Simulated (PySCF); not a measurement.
A structure optimised at PBE0-D3(BJ)/def2-SVP, used in a PySCF frequency run:

```xyz
7

Se    -0.1318    -0.6343     1.0421
I      0.7160     1.3251    -0.3896
S     -0.7046    -2.1463    -0.3878
C     -2.3570    -1.6205    -0.9118
H     -3.0427    -1.5543    -0.0570
H     -2.7126    -2.3906    -1.6132
H     -2.2996    -0.6551    -1.4342
```
Charge 0, spin multiplicity 1.

**Question.** Write its SMILES and formula.

**Answer.** CS[Se]I, CH₃ISSe

**Question.** What are its rotational constants (standard atomic weights)?

**Answer.** 3.3255, 0.83191, 0.71390 GHz
